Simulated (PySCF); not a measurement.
**Computed properties of Ge(H)(Me) (CH₄Ge), SMILES [CH3][GeH]**

Ge(H)(Me) (CH4Ge), SMILES [CH3][GeH] (connectivity only; charge and spin as stated), neutral, multiplicity 1. The structure is a stationary point at ωB97X-D3(BJ)/def2-TZVP. The values are those of a single conformer. All values are computed for the isolated molecule unless a solvent is named; none is compared with measurement here.

**Structure.** The optimised structure has Cs symmetry. All 12 harmonic modes at ωB97X-D3(BJ)/def2-TZVP (PySCF) are real, so it is a minimum.

**Vibrations.** The strongest infrared lines (harmonic, unscaled, degenerate partners summed) lie at 1934 cm⁻¹ (396 km/mol, H 99 %), 903 cm⁻¹ (50 km/mol, H 82 %, C 16 %), 571 cm⁻¹ (45 km/mol, C 64 %, H 19 %, Ge 17 %). The softest mode is at 149 cm⁻¹ and the zero-point energy is 26.1 kcal/mol.

**Electronic structure.** HF/def2-TZVPD (PySCF) places the frontier levels at -8.65 and 0.57 eV, a gap of 9.22 eV, and gives a dipole moment of 0.87 D and a mean polarisability of 49.4 bohr³.

**Excitations.** TDA-PBE0/def2-TZVPD (PySCF) has S1 at 2.59 eV (478 nm, f = 0.024, weak); the most intense of the 10 singlets computed lies at 6.26 eV (f = 0.23). T1 (TDA) is at 1.34 eV, 1.25 eV under S1.

**NMR.** GIAO shifts at HF/pcSseg-2 (PySCF) (non-relativistic, atoms alike by connectivity averaged): ¹³C at 37.0 ppm against TMS; ¹H from 2.0 to 12.4 ppm against TMS.
